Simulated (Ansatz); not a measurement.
`[OH][Zr]([Cl])([Cl])[Cl]` and `[OH][Ti]([Cl])([Cl])[Cl]` differ in one element.

Ansatz, PBE0-D4/def2-TZVP geometries, multiplicity 1. Each molecule was computed in one conformer, which needn't be the lowest.

Elements past krypton have def2 core potentials. Scalar relativity is left out up to krypton.

```csv
property,`[OH][Zr]([Cl])([Cl])[Cl]`
HOMO–LUMO gap (ωB97M-V/def2-TZVPP) / eV,11.66
LUMO energy (ωB97M-V/def2-TZVPP) / eV,0.16
LUMO energy (PBE/def2-TZVPP) / eV,-2.73
HOMO–LUMO gap (PBE/def2-TZVPP) / eV,5.18
HOMO energy (ωB97M-V/def2-TZVPP) / eV,-11.50
zero-point energy (PBE0-D4/def2-TZVP) / kJ/mol,42.2
```

(1) Give the same properties after the change, and the shifts. (An estimate is asked.)

Results:

(1) Computed: 
```
                                      property  `[OH][Ti]([Cl])([Cl])[Cl]`  shift
       HOMO–LUMO gap (ωB97M-V/def2-TZVPP) / eV                       10.33  -1.33
         LUMO energy (ωB97M-V/def2-TZVPP) / eV                       -1.08  -1.24
             LUMO energy (PBE/def2-TZVPP) / eV                       -4.08  -1.35
           HOMO–LUMO gap (PBE/def2-TZVPP) / eV                        3.81  -1.37
         HOMO energy (ωB97M-V/def2-TZVPP) / eV                      -11.42   0.08
zero-point energy (PBE0-D4/def2-TZVP) / kJ/mol                        43.6    1.4
```

With PBE0 the HOMO rises by 0.05 eV and the LUMO falls by 1.30 eV, so the gap narrows by about 1.35 eV. PBE moves the HOMO by 0.03 eV and ωB97M-V by 0.08 eV.
